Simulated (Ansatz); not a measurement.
`C[N]([GeH3])BF` + H₂S → `FBS` + `C[NH][GeH3]` at 600 K and 1 bar (ligand exchange at a B–N bond).

Program: Ansatz. Geometries: PBE0-D4/def2-TZVP. ΔE: electronic, gas phase. CBS: MP2 limit from def2 TZ/QZ plus the TZ coupled-cluster correction, frozen cores. This one scheme is used for every species. For Ge outer-core shells are correlated without core-valence functions, which leaves a few kJ/mol of doubt a bond. Scalar relativity is left out up to krypton. One conformer a species, not always the lowest.

| species | CCSD(T)/CBS energy (Eh) | H − E (kJ/mol) | S (J/(mol·K)) |
| --- | --- | --- | --- |
| `C[N]([GeH3])BF` | -2297.75856 | 287.1 | 460.9 |
| H₂S | -398.97279 | 60.8 | 230.9 |
| `FBS` | -523.64132 | 98.7 | 314.3 |
| `C[NH][GeH3]` | -2173.06430 | 253.9 | 386.3 |

H − E and S are ideal-gas, rigid-rotor, harmonic terms from PBE0-D4/def2-TZVP, for one conformer and one mirror image of each species. 1 Eh = 2625.50 kJ/mol, R = 8.31446 J/(mol·K).

**Question.** By hand: ΔE, ΔH, ΔS and ΔG.

**Answer.** ΔE = (-523.64132) + (-2173.06430) − (-2297.75856) − (-398.97279) = 0.02573 Eh = 67.6 kJ/mol. Δ(H − E) = 98.7 + 253.9 − 287.1 − 60.8 = 4.7, so ΔH = 72.3 kJ/mol. ΔS = 314.3 + 386.3 − 460.9 − 230.9 = 8.8 J/(mol·K). ΔG = 72.3 − 600 × (8.8)/1000 = 67.0 kJ/mol.

**Question.** By hand: the equilibrium constant, and the temperature at which ΔG would vanish if ΔH and ΔS stayed fixed.

**Answer.** log₁₀ K = −ΔG/(RT ln 10) = -5.8. ΔG = 0 at ΔH/ΔS = 8216 K, far beyond where these terms or the molecules hold.

The number of gas molecules stays the same, so ΔS is small and ΔH decides. A doubt of 5 kJ/mol in ΔE shifts log₁₀ K by 0.4 here. Other conformers and mirror images would add mixing entropy, several J/(mol·K) or more a flexible species. Modes under 60 cm⁻¹, often nearly free rotors, make the harmonic entropy too high. These are equilibria of isolated gas molecules and say nothing of rates. Largest T1 diagnostic: 0.014 (customary marks: 0.02 for closed shells, 0.045 for open ones).
